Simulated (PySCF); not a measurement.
Job file and geometry (Å, from GFN2-xTB) of an NMR shielding run on `InChI=1S/C7H17NSi/c1-4-6-7(3)8(9)5-2/h5,7H,2,4,6H2,1,3,9H3/t7-/m0/s1`, PySCF, GIAO PBE0/pcSseg-1 NMR shielding, non-relativistic, gas phase; density fitting, a coarse starting grid and PySCF grid level 2 are the driver's defaults:

```
$ OMP_NUM_THREADS=1 python probes_run.py task.json out

{"job": {"kind": "nmr", "xc": "PBE0", "basis": "pcSseg-1"}, "charge": 0, "multiplicity": 1}
C     -2.697986    -0.445012     1.409464
C     -1.621359     0.192546     0.965847
N     -1.115641     0.156012    -0.316384
Si    -1.850108    -0.819582    -1.546090
C      0.079172     0.945578    -0.572968
C     -0.171359     2.438644    -0.343903
C      1.288690     0.450218     0.232593
C      1.633539    -1.003742    -0.077668
C      2.878840    -1.458993     0.673570
H     -3.004085    -0.347599     2.435233
H     -3.302706    -1.072085     0.779965
H     -1.062680     0.809348     1.656917
H     -1.022960    -0.638531    -2.737632
H     -1.849717    -2.229299    -1.142167
H     -3.218578    -0.364576    -1.807983
H      0.315987     0.811613    -1.632991
H     -1.059591     2.750504    -0.888739
H      0.678120     3.015635    -0.701221
H     -0.317031     2.662663     0.709804
H      2.142975     1.085527    -0.012561
H      1.096642     0.554437     1.302105
H      1.795144    -1.112063    -1.152999
H      0.789371    -1.640277     0.194953
H      2.721897    -1.397558     1.748532
H      3.730600    -0.832264     0.415975
H      3.121778    -2.488531     0.421624
```

Q: Write the output of this run.

A: 
```
coarse grid: 20832 points
cycle   1  E = -620.5049933566  dE =  8.386e-01  |g| = 5.150e-01  |ddm| = 4.394e+00
cycle   2  E = -620.4942413249  dE =  1.075e-02  |g| = 5.606e-01  |ddm| = 9.837e-01
cycle   3  E = -620.5757328134  dE = -8.149e-02  |g| = 4.888e-02  |ddm| = 5.323e-01
cycle   4  E = -620.5759676408  dE = -2.348e-04  |g| = 3.866e-02  |ddm| = 7.375e-02
cycle   5  E = -620.5763321986  dE = -3.646e-04  |g| = 9.382e-03  |ddm| = 4.007e-02
cycle   6  E = -620.5763498348  dE = -1.764e-05  |g| = 3.157e-03  |ddm| = 1.037e-02
cycle   7  E = -620.5763518068  dE = -1.972e-06  |g| = 4.052e-04  |ddm| = 2.363e-03
final grid: 192704 points
cycle   8  E = -620.6302559143  dE = -6.609e-05  |g| = 9.963e-03  |ddm| = 4.776e-02
cycle   9  E = -620.6302470797  dE =  8.835e-06  |g| = 1.157e-02  |ddm| = 1.994e-02
cycle  10  E = -620.6302810834  dE = -3.400e-05  |g| = 1.772e-03  |ddm| = 1.166e-02
cycle  11  E = -620.6302818070  dE = -7.236e-07  |g| = 3.553e-04  |ddm| = 1.844e-03
cycle  12  E = -620.6302818361  dE = -2.914e-08  |g| = 7.716e-05  |ddm| = 3.548e-04
cycle  13  E = -620.6302818375  dE = -1.317e-09  |g| = 2.429e-05  |ddm| = 1.007e-04
cycle  14  E = -620.6302818376  dE = -1.355e-10  |g| = 5.070e-06  |ddm| = 2.379e-05
converged SCF energy = -620.6302818376

GIAO shielding tensors (ppm)
atom      isotropic    diamagn.    paramagn.     s11        s22        s33       span
  0 C       97.660     256.583    -158.923     12.696    114.010    166.273    153.577
  1 C       44.013     254.646    -210.633    -68.962     54.171    146.830    215.793
  2 N      186.913     332.575    -145.661    128.579    203.278    228.883    100.304
  3 Si     399.629     883.217    -483.589    344.623    375.374    478.889    134.266
  4 C      125.504     244.974    -119.470    109.268    119.383    147.861     38.593
  5 C      162.018     247.583     -85.564    139.614    159.673    186.768     47.154
  6 C      143.922     252.750    -108.827    119.480    140.297    171.990     52.511
  7 C      161.835     249.049     -87.214    149.178    164.585    171.742     22.564
  8 C      170.052     244.830     -74.779    159.064    162.981    188.110     29.046
  9 H       27.508      30.157      -2.649     25.264     25.484     31.776      6.512
 10 H       27.729      32.667      -4.938     24.781     25.130     33.277      8.496
 11 H       25.259      34.372      -9.113     22.163     22.937     30.677      8.514
 12 H       27.376      32.110      -4.734     23.995     26.797     31.335      7.340
 13 H       26.897      31.767      -4.870     23.502     25.088     32.101      8.598
 14 H       26.827      30.585      -3.757     23.319     24.251     32.911      9.592
 15 H       28.755      35.683      -6.928     25.692     28.869     31.705      6.013
 16 H       30.529      30.301       0.227     26.092     28.661     36.834     10.742
 17 H       30.678      30.458       0.220     26.254     28.296     37.484     11.230
 18 H       30.296      31.260      -0.964     26.599     29.347     34.940      8.341
 19 H       30.632      34.960      -4.328     25.544     31.321     35.030      9.486
 20 H       30.236      35.631      -5.396     26.637     31.321     32.749      6.112
 21 H       30.686      33.715      -3.029     25.412     31.226     35.418     10.006
 22 H       30.259      34.704      -4.445     24.689     31.418     34.669      9.979
 23 H       30.828      29.399       1.429     26.344     29.268     36.872     10.528
 24 H       30.816      28.642       2.174     26.418     28.901     37.129     10.712
 25 H       30.438      27.665       2.773     25.508     27.718     38.088     12.579
```

Q: Turn these shieldings into chemical shifts. Shifts are taken against calculated references (same method and geometry level): ¹³C (186.93 ppm) and ²⁹Si (349.16 ppm) and ¹H (31.72 ppm) against TMS; ¹⁵N (267.73 ppm) against NH3.

A: Averaging equivalent atoms: C 1: 142.9; C 0: 89.3; C 4: 61.4; C 6: 43.0; C 7: 25.1; C 5: 24.9; C 8: 16.9; N 2: 80.8; Si 3: -50.5; H 11: 6.46; H 12/13/14: 4.68; H 9: 4.21; H 10: 3.99; H 15: 2.96; H 20: 1.48; H 22: 1.46; H 16/17/18: 1.22; H 19: 1.09; H 21: 1.03; H 23/24/25: 1.02 ppm. Experimental scales use liquid or dissolved standards, which lie at an offset from isolated NH3 (liquid NH3: subtract about 20 ppm).

Size and cost of the density-fitted run: 245 basis functions, 94 s wall time on 1 thread of an Arm Neoverse V1, shared host; peak memory 1.1 GiB.
